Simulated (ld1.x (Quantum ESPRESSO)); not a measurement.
## What one change does to a pseudopotential (copper (Cu), ultrasoft)

ld1.x (Quantum ESPRESSO) 7.5 input, shortened:

```
&input
   title='Cu', zed=29., rel=1, dft='PBE', iswitch=3,
   config='[Ar] 3d10 4s0.5 4p0.5'
 /
 &inputp
   pseudotype=3, tm=.true., lloc=-1, rcloc=2.05,
   nlcc=.false.,
   which_augfun='PSQ', rmatch_augfun_nc=.true.
 /
6
4S  1  0   0.50   0.00  1.85  2.15  0.0
4S  1  0   0.00   0.35  1.85  2.15  0.0
4P  2  1   0.50   0.00  2.25  3.15  0.0
4P  2  1   0.00   2.45  2.25  3.15  0.0
3D  3  2  10.00   0.00  1.15  1.30  0.0
3D  3  2   0.00   1.20  1.15  1.30  0.0
 &test
   configts(1)='3d10 4s0.5 4p0.5'
 /
```

All-electron outer shells of the reference configuration (PBE, scalar-relativistic, ld1.x):

```csv
shell,level (eV),outermost node (bohr),outermost maximum (bohr)
3s,-115.85,0.29,0.61
3p,-73.30,0.26,0.62
3d,-6.18,–,0.60
4s,-5.42,0.89,2.24
4p,-1.27,0.97,3.47
```

Change: waves 4s (bound): rcut 1.85, rcutus 2.42 bohr; 4s channel at 0.35 Ry: rcut 1.85, rcutus 2.42 bohr.

Cutoffs: the cutoffs (Ry, on a coarse ladder) from which the occupation-weighted sum of valence levels, in a spherical-Bessel basis at the reference potential, stays within 10 and 1 mRy of its value at 400 Ry; they do not see the model core or the augmentation charge, which bear on the density cutoff. Errors are all-electron minus pseudo energies relative to the spin-unpolarised reference configuration.

Task: Predict the effect on cutoff, ghosts and configuration errors.

Result: The potential gets neither clearly harder nor softer (70 Ry and 120 Ry → 70 Ry and 120 Ry); of the 7 tests that both files solve, the error grows in 2 and shrinks in 3 by more than 15 % and 0.3 meV (median size 12.0 → 22.4 meV); neither file shows a bound ghost.

```tsv
quantity	base	changed
cutoff, loose	70 Ry	70 Ry
cutoff, tight	120 Ry	120 Ry
bound ghosts	none	none
error for 3d10 4s1 4p0, meV [ΔE -2.01 eV]	+1.7	+1.3
error for 3d10 4s0 4p0, meV [ΔE 6.14 eV]	+5.3	+4.1
error for 3d9 4s0 4p0, meV [ΔE 27.47 eV]	+37	+39
error for 3d7 4s0 4p0, meV [ΔE 126.20 eV]	-222	-200
error for 3d8 4s0 4p0, meV [ΔE 66.49 eV]	+12	+22
error for 3d9 4s2 4p0, meV [ΔE -0.04 eV]	-19	-31
error for 3d10 4s0 4p1, meV [ΔE 2.13 eV]	+1.4	+1.0
s: phases at 3.41 bohr within 0.05 rad from the reference energy up to (Ry; the scan ends near 5)	to the end of the scan	4.5
p: phases at 3.41 bohr within 0.05 rad from the reference energy up to (Ry; the scan ends near 5)	to the end of the scan	to the end of the scan
d: phases at 3.41 bohr within 0.05 rad from the reference energy up to (Ry; the scan ends near 5)	to the end of the scan	to the end of the scan
lowest overlap eigenvalue by channel	s 0.41, p 0.57, d 1.00	s 0.38, p 0.57, d 1.00
```
